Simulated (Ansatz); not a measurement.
Reaction (redistribution): `BSCN` + `C[SiH2][GeH3]` → `B[SiH2]C` + `NC[S][GeH3]`

Program: Ansatz. Geometries: PBE0-D4/def2-TZVP. ΔE: electronic, gas phase. CCSD(T)/CBS adds triple-zeta CCSD(T) − MP2 to the extrapolated MP2 energy (def2 sets, frozen cores). Functionals use def2-TZVPP. B3LYP here is the variant with VWN-RPA as its local correlation; programs differ in this. For Ge outer-core shells are correlated without core-valence functions, which leaves a few kJ/mol of doubt a bond. Scalar relativity is left out up to krypton. Each species was taken in one conformer, which may not be the lowest.

**Question.** Is it downhill or uphill in electronic energy at CCSD(T)/CBS, and by how much? (An estimate is asked.)

**Answer.** Ansatz gave: Uphill: ΔE = +95.3 kJ/mol.

**Question.** What do these levels give: B97M-V, B3LYP-D4, r2SCAN0-D4, r2SCANh, BHLYP, LC-ωPBE, MP2/def2-SVP, CCSD(T)/def2-TZVPP, HF/def2-QZVPP, SCS-MP2/def2-QZVPP, MP2/CBS(def2), CCSD/CBS(def2)? (Best estimate.)

**Answer.** Ansatz gave: B97M-V 95.4, B3LYP-D4 97.1, r2SCAN0-D4 99.3, r2SCANh 101.3, BHLYP 93.1, LC-ωPBE 96.1, MP2/def2-SVP 101.1, CCSD(T)/def2-TZVPP 94.8, HF/def2-QZVPP 79.5, SCS-MP2/def2-QZVPP 91.6, MP2/CBS(def2) 97.1, CCSD/CBS(def2) 92.4 kJ/mol.

Largest T1 diagnostic among the species: 0.013.

From BLYP to BHLYP (50 % exact exchange), in def2-TZVPP and without D4, ΔE moves by −9.6 kJ/mol. Leaving LDA and LC-ωPBE aside and taking each functional with its dispersion term where it has one, the values, not all of them listed here, spread over 13.1 kJ/mol, from BHLYP-D4 to PBE-D4. LDA lies +6.7 kJ/mol from PBE without D4.
